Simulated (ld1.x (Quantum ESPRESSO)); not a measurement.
Pseudopotential generation for iron (Fe): RRKJ, PBE, scalar-relativistic.

* Element: iron
* Generator: ld1.x (Quantum ESPRESSO) 7.5
* Type: norm-conserving RRKJ (Kleinman–Bylander form)
* Functional: PBE
* Relativity: scalar-relativistic
* Frozen core: [Ne]
* Valence charge: 16
* Reference configuration: 3s2 3p6 3d6 4s2 4p0
* Partial waves: 3s (bound): rc 1.25 bohr; 3p (bound): rc 0.90 bohr; 3d (bound): rc 1.60 bohr
* Local potential: the d channel
* Core correction: none
* rho0: 0.005

Occupied shells without a wave of their own: 4s. They enter only through the test configuration that unscreens the potential.

- Cutoffs needed: 160 Ry and 260 Ry (the cutoffs (Ry, on a coarse ladder) from which the occupation-weighted sum of valence levels, in a spherical-Bessel basis at the reference potential, stays within 10 and 1 mRy of its value at 400 Ry)
- Ghost test: no extra level below or beside the all-electron valence levels (s, p, d, f tested) (spherical-Bessel basis up to 400 Ry, 20 bohr box)
- Configuration tests: 2 of 7 tests not solved or not reliable; not counted: 3s2 3p6 3d6 4s1 4p0 (pseudo-atom not self-consistent, printed error -2848 eV); 3s2 3p6 3d6 4s0 4p1 (pseudo-atom not self-consistent, printed error -2795 eV)
